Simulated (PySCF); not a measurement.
Molecule: CF3C(O)CH3 (SMILES CC(=O)C(F)(F)F).

Cartesian coordinates in Å; atom numbers follow the order of the lines, from 1:
```xyz
10

C     1.1673    0.0556   -0.6036
C     0.2797    0.1611    0.5967
O     0.6364    0.4338    1.7080
C    -1.2179   -0.1150    0.3278
F    -1.3693   -1.3470   -0.1706
F    -1.9413   -0.0082    1.4235
F    -1.6809    0.7510   -0.5792
H     2.1990    0.2926   -0.3193
H     1.1109   -0.9620   -1.0202
H     0.8183    0.7430   -1.3894
```

Geometry PBE0-D3(BJ)/def2-SVP throughout; GIAO in PySCF, gas phase, one conformer, non-relativistic; equivalent atoms averaged; functional PBE0.

For orientation, def2-SVP gives these shifts δ (against TMS, H2O, CFCl3 at the same level): C2 191.2, C4 118.1, C1 22.1, O3 655.5, F5/F6/F7 -77.8, H8/H9/H10 2.16 ppm.

A run gave: C2 194.8, C4 122.0, C1 23.9, O3 665.0, F5/F6/F7 -90.0, H8/H9/H10 2.32 ppm (shifts δ (against TMS, H2O, CFCl3 at the same level)).

Q: Which basis set was used in that run?
A. cc-pVTZ
B. aug-cc-pVDZ
C. IGLO-III
D. def2-TZVP

A: A. C2 tells them apart best: cc-pVTZ gives 194.8, def2-TZVP gives 196.9, aug-cc-pVDZ gives 190.9, IGLO-III gives 201.1 ppm.
